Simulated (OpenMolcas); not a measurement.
SiH4O3 (SMILES O[SiH](O)O): methods side by side

SiH4O3 has 8 atoms, charge 0, and is taken as a singlet. SMILES: `O[SiH](O)O`. The coordinates come from a PBE0-D4/def2-TZVP relaxation. This is one conformer, not always the lowest.

Each level gives the vertical electron affinity (to the doublet anion) (eV). The values are calculated.

The electron affinity is E(neutral) − E(anion): positive where the electron is bound.

```csv
level,kind,program,value (eV),CPU time (all runs)
HF/6-311+G**,Hartree–Fock,OpenMolcas,-1.53,81 s
SVWN5/6-311+G**,LDA,OpenMolcas,-0.67,3.2 min
BLYP/6-311+G**,GGA,OpenMolcas,-0.85,3.7 min
PBE/6-311+G**,GGA,OpenMolcas,-0.78,3.9 min
revPBE/6-311+G**,GGA,OpenMolcas,-0.85,3.7 min
TPSS/6-311+G**,meta-GGA,OpenMolcas,-0.95,4.4 min
r2SCAN/6-311+G**,meta-GGA,OpenMolcas,-0.93,4.5 min
PBE0/6-311+G**,global hybrid,OpenMolcas,-0.93,2.5 min
```

Where it was recorded, the anion's HOMO is positive in every row: a fault of the level (basis or self-interaction), which says nothing on whether the real anion is bound. The values span -1.53 to -0.67 eV. Negative values mean that the anion is unbound at that level; they are set by how diffuse the basis is and aren't properties of the molecule, whose anion may well be bound. Times are those of the runs behind each value, whatever else they computed, on shared processors of several kinds: orders of magnitude only.
